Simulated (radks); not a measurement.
Values are calculated unless marked as measured or tabulated.
These are the eigenvalues of the occupied orbitals of an atom or ion with whole-number occupations (hartree). Level of theory: scalar-relativistic Kohn-Sham, LDA (Slater exchange, Perdew-Wang correlation), spin-polarised, spherical densities, finite nucleus; Fermi nuclear charge, rms radius of each element as measured or else 0.836 A^(1/3) + 0.57 fm (a radial shooting solver on a logarithmic mesh with Libxc functionals).

| orbital | eigenvalue |
|---|---|
| 1s up | -3266.251 |
| 1s down | -3266.232 |
| 2s up | -681.2812 |
| 2s down | -680.7300 |
| 2p up | -603.7186 |
| 2p down | -603.2581 |
| 3s up | -245.4662 |
| 3s down | -244.8571 |
| 3p up | -222.9106 |
| 3p down | -222.3073 |
| 3d up | -201.5024 |
| 3d down | -200.7604 |
| 4s up | -122.8702 |
| 4s down | -122.6941 |

Which element is it, and in what charge state? The configuration may be excited. Open shells, if any, are filled with parallel spins first.

Answer. Z = 81, thallium, charge +54: Tl54+ in [Ar] 3d7 4s2. The list shows which subshells hold electrons but not how many an open one holds; the 1s level, -3266.3 hartree, gives Z - s = 80.8 by -(Z - s)^2/2, which with screening and relativity narrows Z to a few neighbours, and the depths of the outer levels then fix element, charge and occupations together.
